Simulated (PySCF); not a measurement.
Steps of a relaxation of [ErCl4]−

[ErCl4]− (singlet in the valence; each metal's 4f electrons, 11 of them, lie in its core potential, out of spins and levels). PySCF 2.14.0, RKS r2SCAN, Er lcecp-1-SVP with ECP57, Cl def2-SVP; non-relativistic Hamiltonian with scalar-relativistic core potentials where named; density fitting; no spin-orbit coupling. Origin of the start: template. Columns: position (Å) and force (eV/Å). Energies are counted from the last step; some of the 4 steps are shown. Forces carry noise of the integration grid, about 0.01 to 0.03 eV/Å.

Run from Python with OMP_NUM_THREADS=2. Where DIIS fails, smearing, a level shift and second-order steps follow.
It took 21 s on 2 threads of Intel(R) Xeon(R) CPU @ 2.80GHz (Skylake/Cascade Lake), on a shared host, from the converged density of the start.

```xyz
5
step 0  E = 0.122 eV
Er    0.0000    0.0000    0.0000     0.00    0.00    0.00
Cl    1.4940    1.4940    1.4940    -0.45   -0.45   -0.45
Cl   -1.4940   -1.4940    1.4940     0.45    0.45   -0.45
Cl    1.4940   -1.4940   -1.4940    -0.45    0.45    0.45
Cl   -1.4940    1.4940   -1.4940     0.45   -0.45    0.45
```

```xyz
5
step 1  E = 0.030 eV
Er    0.0000    0.0000    0.0000     0.00    0.00    0.00
Cl    1.4717    1.4717    1.4717    -0.24   -0.24   -0.24
Cl   -1.4717   -1.4717    1.4717     0.24    0.24   -0.24
Cl    1.4717   -1.4717   -1.4717    -0.24    0.24    0.24
Cl   -1.4717    1.4717   -1.4717     0.24   -0.24    0.24
```

```xyz
5
step 2  E = 0.001 eV
Er    0.0000    0.0000    0.0000     0.00    0.00    0.00
Cl    1.4473    1.4473    1.4473     0.05    0.05    0.05
Cl   -1.4473   -1.4473    1.4473    -0.05   -0.05    0.05
Cl    1.4473   -1.4473   -1.4473     0.05   -0.05   -0.05
Cl   -1.4473    1.4473   -1.4473    -0.05    0.05   -0.05
```

Where does the relaxation end?

It converges at step 3 in Td:
```xyz
5
step 3  E = 0
Er    0.0000    0.0000    0.0000
Cl    1.4513    1.4513    1.4513
Cl   -1.4513   -1.4513    1.4513
Cl    1.4513   -1.4513   -1.4513
Cl   -1.4513    1.4513   -1.4513
```

How did the contacts change?


```json
{"contact": "Er1–Cl2 (Cl)", "start (Å)": "2.588", "end (Å)": "2.514"}
{"contact": "Er1–Cl3 (Cl)", "start (Å)": "2.588", "end (Å)": "2.514"}
{"contact": "Er1–Cl4 (Cl)", "start (Å)": "2.588", "end (Å)": "2.514"}
{"contact": "Er1–Cl5 (Cl)", "start (Å)": "2.588", "end (Å)": "2.514"}
```


No frequency check is given that shows the relaxed geometry to be a minimum. An lcecp potential fixes the number of 4f electrons, so in runs with it no electron can move into or out of that shell.
